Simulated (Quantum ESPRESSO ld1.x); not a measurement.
Species: the hafnium ion Hf4+. Configuration: [Xe] 4f14. All-electron calculation, scalar-relativistic Kohn-Sham, LDA (Slater exchange, Perdew-Wang correlation), spin-polarised, spherical densities, point nucleus. Program: ld1.x of Quantum ESPRESSO 7.5.

Normalised radial functions P(r) = r R(r), r in bohr:

```
   r/bohr * 5s, o 4f (the largest magnitude, 1.23, reaches the edge; | marks zero, & curves that meet)
 0.001057                             o*
 0.001387                             o *
 0.001835                             o *
 0.002409                             o *
 0.003187                             o  *
 0.004217                             o  *
 0.005535                             o   *
 0.007324                             o   *
 0.009613                             o   *
  0.01272                             o  *
  0.01669                             o *
  0.02209                             &
  0.02899                           * o
  0.03836                        *    o
  0.05035                       *     o
  0.06663                        *    |o
  0.08745                            *| o
   0.1157                             |    &
   0.1531                             |       o*
    0.201                             |    *        o
   0.2659                        *    |                   o
    0.349                *            |                        o
   0.4618                    *        |                          o
   0.6061                             |    *                   o
    0.802                             |                   &
    1.053                             |             o         *
    1.393                             |       o         *
    1.828                             |   o    *
    2.419                             | o*
    3.175                             o*
    4.201                             &
```

5s: eigenvalue -108.21 eV, 4 radial nodes at r = 0.0227, 0.0905, 0.235, 0.554 bohr, <r> = 1.12 bohr, 90 % of the charge inside 1.61 bohr. 4f: eigenvalue -58.305 eV, 0 radial nodes, <r> = 0.669 bohr, 90 % of the charge inside 1.13 bohr.
